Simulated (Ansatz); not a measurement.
## Which method gave which barrier?

Saddle point of CH8GeO, closed shell (CH₆GeO ([CH3][O][GeH3]) + H₂ → CH₄O ([CH3][OH]) + GeH₄; bonds formed: Ge1–H8, O2–H7; bonds broken: Ge1–O2, H7–H8), PBE0-D4/def2-TZVP structure:

```
atom    x (Å)    y (Å)    z (Å)
 Ge1  -0.3570   1.2917   0.4662
  O2   0.5726  -0.1670  -0.5458
  C3  -0.0160  -1.4455  -0.7204
  H4  -1.5350   1.1347  -0.5429
  H5   0.1694   2.7241   0.3050
  H6  -0.9371   0.9536   1.8491
  H7   1.2557   0.0599   0.3501
  H8   1.3626   0.7822   1.1628
  H9  -1.0069  -1.3265  -1.1632
 H10  -0.1123  -1.9710   0.2357
 H11   0.6041  -2.0363  -1.3966
```

Ansatz 0.2.0; basis: def2-TZVPP, with def2-QZVPP for the basis limit; cores frozen in the correlated methods. Filled d shells of the heavier atoms are correlated. The def2 sets are not built for correlating such inner shells, so the correlated values are less sure here. Extrapolation: Hartree–Fock as exp(−7.88 √X), correlation as X^−2.97. Four methods, as single points on the PBE0-D4 structures, gave these electronic barriers from the start structure: 37.59, 41.26, 46.52, 59.51 kcal/mol.

Problem. The methods were, in alphabetical order, CCSD(T), HF, PBE-D4, PBE0-D4. Which gave which? (Judge from chemistry; the calculation decides.)

Solution. Computed: PBE-D4 37.59; PBE0-D4 41.26; CCSD(T) 46.52; HF 59.51 kcal/mol. For comparison, CCSD(T) at an estimated basis limit (MP2 extrapolated from triple and quadruple zeta, plus CCSD(T) − MP2 in triple zeta) gives 47.42 kcal/mol.

The T1 diagnostic stays at or below 0.014.

Labels in which every atom is bracketed show which atoms are joined, not bond orders.

For scale, one of the runs: CCSD(T)/def2-TZVPP, 222 basis functions, launched by `ansatz run in.yaml --threads 4 --pin off --events-out ev --progress --plain --max-ram 9574MiB`. Hardware: 4 CPU threads of an Arm Neoverse V1, shared host. Wall time 110 s; peak host memory 3.6 GiB.
